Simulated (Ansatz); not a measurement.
Reaction (redistribution): `[NH2][Ga]([F])[SiH2]F` + `F[SiH2][O][GeH3]` → `F[SiH2]O[SiH2]F` + `[NH2][Ga]([F])[GeH3]`

Computed with Ansatz on PBE0-D4/def2-TZVP structures; ΔE is electronic, products minus reactants. CCSD(T)/CBS is the MP2 limit (def2-TZVPP, def2-QZVPP) plus CCSD(T) − MP2 in def2-TZVPP, frozen cores. DFT in def2-TZVPP. B3LYP here is the variant with VWN-RPA as its local correlation; programs differ in this. HSE06 is defined as in plane-wave codes. For Ga, Ge outer-core shells are correlated without core-valence functions, which leaves a few kJ/mol of doubt a bond. Scalar relativity is left out up to krypton. Each species was taken in one conformer, which may not be the lowest.

`[NH2][Ga]([F])[SiH2]F`:

Cartesian coordinates in Å:
```
N -1.228 1.579 0.624
Ga -0.774 0.004 -0.126
F -2.177 -0.831 -0.800
Si 1.355 -1.075 -0.338
F 2.478 -0.146 0.342
H -0.577 2.207 1.062
H -2.174 1.922 0.644
H 1.370 -2.389 0.353
H 1.727 -1.272 -1.762
```

`F[SiH2][O][GeH3]`:

Z-matrix (Å, degrees):
```
Si
O 1 1.614
F 1 1.598 2 110.3
H 1 1.483 2 111.3 3 117.5
H 1 1.477 2 108.6 3 -117.6
Ge 2 1.782 1 136.3 3 -67.1
H 6 1.532 2 105.5 1 -147.5
H 6 1.533 2 107.5 1 92.8
H 6 1.537 2 108.1 1 -27.7
```

`F[SiH2]O[SiH2]F`:

Cartesian coordinates in Å:
```
F 2.130 -0.141 -1.078
Si 0.933 0.896 -0.904
O -0.340 0.135 -0.249
Si -1.032 -0.857 0.831
F -0.483 -0.512 2.286
H 1.401 1.971 -0.005
H 0.551 1.377 -2.245
H -2.487 -0.611 0.826
H -0.672 -2.259 0.538
```

`[NH2][Ga]([F])[GeH3]`:

```xyz
9

N    -0.322    1.132   -1.743
Ga    0.420    0.644   -0.173
F     1.711    1.753    0.296
Ge   -0.095   -1.220    1.278
H    -1.074    0.642   -2.195
H    -0.018    1.940   -2.261
H     1.135   -2.125    1.434
H    -0.509   -0.711    2.667
H    -1.248   -2.056    0.698
```

```tsv
level	ΔE (kJ/mol)	difference from CCSD(T)/CBS
revPBE-D4	-110.1	16.0
PBE0-D4	-119.3	6.8
HSE06-D4	-119.2	6.9
BHLYP-D4	-127.5	-1.4
ωB97X-V	-117.4	8.7
r2SCAN	-123.1	3.0
B3LYP	-122.1	4.0
HSE06	-119.3	6.8
BHLYP	-127.8	-1.7
HF/def2-SVP	-115.3	10.8
CCSD/def2-SVP	-112.6	13.5
CCSD(T)/def2-SVP	-111.3	14.8
SCS-MP2/def2-TZVPP	-123.3	2.8
CCSD/def2-TZVPP	-125.2	0.9
SCS-MP2/def2-QZVPP	-124.6	1.5
MP2/CBS(def2)	-130.0	-3.9
CCSD(T)/CBS	-126.1	0
```

Largest T1 diagnostic among the species: 0.014.

At CCSD(T), def2-SVP lies +14.8 kJ/mol from the extrapolated value and def2-TZVPP +2.6 kJ/mol. From PBE to PBE0 (25 % exact exchange), in def2-TZVPP and without D4, ΔE moves by −6.4 kJ/mol. Leaving LDA and LC-ωPBE aside and taking each functional with its dispersion term where it has one, the values, not all of them listed here, spread over 17.5 kJ/mol, from r2SCAN0-D4 to revPBE-D4. LDA lies −8.6 kJ/mol from PBE without D4.

CCSD(T)/CBS has its own doubt, a few kJ/mol and more with outer-core shells, so smaller differences from it don't rank the levels.
